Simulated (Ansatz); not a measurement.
Basis-set extrapolation for FH$_{6}$NSi$_{3}$ (`F[SiH]1N[SiH2][SiH2]1`) (PBE0-D4/def2-TZVP geometry, frozen core, Ansatz 0.2.0). Multiplicity 1, RHF reference.

|  | def2-TZVPP | def2-QZVPP |
| --- | --- | --- |
| HF | -1024.392143 | -1024.426803 |
| MP2 correlation | -0.815530 | -0.882816 |
| CCSD(T) correlation | -0.898579 | not run |

Energies in hartree. Use E(X) = E(∞) + A·exp(−7.88·√X) for Hartree–Fock and E(X) = E(∞) + B·X^(−2.97) for correlation, with X = 3 and 4, and add CCSD(T) minus MP2 of the smaller set to the MP2 limit.

Problem. What is the CCSD(T) energy at the basis-set limit?

Solution. HF limit: -1024.426803 + (-0.034660) × 0.13774 = -1024.43158. MP2 limit: -0.882816 + (-0.067286) × 0.74074 = -0.93266. Higher-order term: -0.898579 − (-0.815530) = -0.08305. Total: -1025.44729 hartree, 98.2 kcal/mol below CCSD(T)/def2-TZVPP.
